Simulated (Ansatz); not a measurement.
Reactions of C$_{4}$H$_{10}$AlFO, SMILES `CC(C)[O][Al]([CH3])[F]`.

Isolated molecules relaxed with PBE0-D4/def2-TZVP in Ansatz; ΔE leaves out vibrations. CCSD(T)/CBS adds triple-zeta CCSD(T) − MP2 to the extrapolated MP2 energy (def2 sets, frozen cores). This one scheme is used for every species. DFT in def2-TZVPP. B3LYP here is the variant with VWN-RPA as its local correlation; programs differ in this. Elements past krypton have def2 core potentials. For Ge, Zr outer-core shells are correlated without core-valence functions, which leaves a few kJ/mol of doubt a bond. Scalar relativity is left out up to krypton. Each species was taken in one conformer, which may not be the lowest.

| reaction | ωB97M-V (eV) | r2SCAN-D4 (eV) | B3LYP-D4 (eV) | ωB97X-V (eV) |
| --- | --- | --- | --- | --- |
| `CC(C)[O][Al]([CH3])[F]` + `F[SiH]` → `[CH3][Al]([F])[F]` + `CC(C)O[SiH]` | -0.30 | -0.37 | -0.33 | -0.31 |
| `CC(C)[O][Al]([CH3])[F]` + `O[SiH2]S` → `CO[SiH2]S` + `CC(C)[O][AlH][F]` | 1.13 | 1.16 | 1.07 | 1.06 |
| `CC(C)[O][Al]([CH3])[F]` + `[OH][Zr]([OH])([OH])[Cl]` → `CC(C)[O][Zr]([OH])([OH])[Cl]` + `[CH3][Al]([OH])[F]` | -0.16 | -0.18 | -0.18 | -0.16 |
| `CC(C)[O][Al]([CH3])[F]` + `SBS` → `CSBS` + `CC(C)[O][AlH][F]` | 0.59 | 0.59 | 0.56 | 0.55 |
| `CC(C)[O][Al]([CH3])[F]` + `[SiH3][O][GeH3]` → `[CH3][Al]([F])[O][GeH3]` + `CC(C)O[SiH3]` | -0.04 | -0.04 | -0.03 | -0.04 |

Give the CCSD(T)/CBS values in the same order. (An estimate is asked.)

The calculation gave: -0.36, 1.14, -0.22, 0.57, -0.05 eV.

Largest T1 diagnostic: 0.016, for `[OH][Zr]([OH])([OH])[Cl]`.
